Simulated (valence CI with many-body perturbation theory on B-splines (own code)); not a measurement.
## Eu13+: calculated level list

Method: relativistic CI+MBPT: four valence electrons over a frozen Dirac-Fock core [Kr] 4d10, a basis of 7 s, 7 p, 7 d, 7 f, 4 g, 2 h functions for each j, with the one-electron correlation potential Σ1 (screened to all orders), the two-electron term Σ2, the three-electron term Σ3, Breit, model QED; selected single and double excitations, second order for the rest, scaled by the run's own slope (own B-spline code, finite nucleus).

No measured levels were compared; by estimate terms of the open shell hold to a few per cent of their energy, and close levels can change places; configurations with another count of f electrons can be misplaced by thousands of cm⁻¹.

Levels 91 to 135 of 203, with energies above the lowest level, 4f²5s² ³H_4. "Leading %" is the weight of the configuration and term that name the level; weights of strongly mixed levels are sums over their largest components and can fall short. In the jj column 3d3/2^4 stands for four electrons in 3d with j = 3/2. Lifetimes count E1, E2, E3, M1 and M2 decay at the calculated energies, and are blank where another channel may lead or the interval is too uncertain; long ones can be off by a factor of two.

```
No.  Configuration  Term   J  E (cm⁻¹)  Leading %               Leading jj  Lifetime      g
 91            4f⁴    ⁵I   7    106870         97     4f5/2 4f7/2^3 (46 %)   4.14 ms  1.173
 92          4f³5s   ³G°   5    108770         98  4f5/2 4f7/2^2 5s (65 %)   18.0 μs  1.196
 93          4f³5s   ³G°   4    109690         96  4f5/2 4f7/2^2 5s (60 %)   20.3 μs  1.048
 94            4f⁴    ⁵I   8    109720         95     4f5/2 4f7/2^3 (44 %)   2.36 ms  1.242
 95          4f³5s   ³G°   3    110780         97  4f5/2 4f7/2^2 5s (53 %)   19.1 μs  0.756
 96          4f³5s   ¹G°   4    117070         96  4f5/2 4f7/2^2 5s (58 %)   31.9 μs  1.002
 97            4f⁴    ⁵F   1    118730         94     4f5/2^3 4f7/2 (71 %)   14.1 μs  0.029
 98            4f⁴    ⁵F   2    119380         90   4f5/2^2 4f7/2^2 (51 %)   12.8 μs  1.011
 99            4f⁴    ⁵F   3    120850         94     4f5/2^3 4f7/2 (52 %)   12.3 μs  1.238
100            4f⁴    ⁵S   2    121730         91   4f5/2^2 4f7/2^2 (48 %)    360 μs  1.949
101            4f⁴    ⁵F   4    122300         83   4f5/2^2 4f7/2^2 (42 %)   11.1 μs  1.296
102            4f⁴    ³K   6    123980         97   4f5/2^2 4f7/2^2 (49 %)   37.2 μs  0.860
103            4f⁴    ⁵F   5    124630         88   4f5/2^2 4f7/2^2 (46 %)   10.5 μs  1.373
104            4f⁴    ³K   7    126080         79     4f5/2^3 4f7/2 (52 %)   39.9 μs  0.996
105            4f⁴    ³H   4    126400         51           4f5/2^4 (42 %)   10.9 μs  0.959
106            4f⁴    ⁵G   2    127280         89     4f5/2^3 4f7/2 (44 %)   6.02 μs  0.372
107            4f⁴    ⁵G   3    127900         69     4f5/2^3 4f7/2 (86 %)   6.97 μs  0.881
108            4f⁴    ³K   8    128600         65     4f5/2^3 4f7/2 (50 %)   37.4 μs  1.090
109            4f⁴    ³H   5    130400         52   4f5/2^2 4f7/2^2 (41 %)   12.2 μs  1.137
110            4f⁴    ⁵G   4    131340         73   4f5/2^2 4f7/2^2 (74 %)   9.70 μs  1.067
111            4f⁴    ³G   3    132890         70   4f5/2^2 4f7/2^2 (70 %)   8.10 μs  0.809
112            4f⁴    ³D   2    134250         55   4f5/2^2 4f7/2^2 (34 %)   9.81 μs  1.214
113            4f⁴    ⁵G   5    134420         67     4f5/2 4f7/2^3 (50 %)   13.2 μs  1.187
114            4f⁴    ³L   7    134660         81   4f5/2^2 4f7/2^2 (49 %)   32.8 μs  0.900
115            4f⁴    ⁵G   6    134950         56     4f5/2 4f7/2^3 (53 %)   16.3 μs  1.257
116            4f⁴    ³P   1    136090         51   4f5/2^2 4f7/2^2 (68 %)   10.1 μs  1.000
117            4f⁴    ³L   8    136420         57   4f5/2^2 4f7/2^2 (59 %)   28.8 μs  1.008
118            4f⁴    ³H   6    137700         55     4f5/2 4f7/2^3 (47 %)   16.9 μs  1.232
119            4f⁴    ³G   4    137720         57     4f5/2 4f7/2^3 (75 %)   8.66 μs  1.046
120            4f⁴    ³M   8    137840         43   4f5/2^2 4f7/2^2 (70 %)   23.4 μs  0.957
121            4f⁴    ³L   9    137860         73   4f5/2^2 4f7/2^2 (75 %)   33.7 μs  1.083
122            4f⁴    ³P   0    138590        100   4f5/2^2 4f7/2^2 (89 %)   9.73 μs       
123            4f⁴    ³D   3    138850         82   4f5/2^2 4f7/2^2 (63 %)   8.11 μs  1.299
124            4f⁴    ¹D   2    139420         41     4f5/2^3 4f7/2 (50 %)   9.56 μs  1.071
125            4f⁴    ³F   4    141080         68   4f5/2^2 4f7/2^2 (73 %)   7.16 μs  1.199
126            4f⁴    ³G   5    141660         62           4f7/2^4 (45 %)   7.82 μs  1.145
127          4f³5s   ³F°   4    142520         98  4f5/2^2 4f7/2 5s (52 %)   29.8 μs  1.246
128            4f⁴    ³D   1    142580         49     4f5/2 4f7/2^3 (87 %)   10.4 μs  0.975
129            4f⁴    ³I   5    143320         81   4f5/2^2 4f7/2^2 (41 %)   6.27 μs  0.891
130          4f³5s   ³F°   3    143730         95  4f5/2 4f7/2^2 5s (46 %)   25.7 μs  1.078
131            4f⁴    ³M   9    143880         73     4f5/2 4f7/2^3 (75 %)   43.8 μs  1.037
132            4f⁴    ³F   2    143960         50     4f5/2 4f7/2^3 (60 %)   10.3 μs  1.046
133            4f⁴    ³M  10    144690         98     4f5/2 4f7/2^3 (59 %)   54.5 μs  1.097
134            4f⁴    ³F   2    144720         79   4f5/2^2 4f7/2^2 (62 %)   3.86 μs  0.697
135            4f⁴    ³F   3    144840         82     4f5/2 4f7/2^3 (69 %)   9.41 μs  1.118
```

Names give the largest LS component (configuration and term), which can be under half, so a name can repeat, a term be missing and a line seem to break the LS rules; names also repeat where a configuration has a term twice.

Where two levels of one J and parity lie close, their mixing, g and order are uncertain.
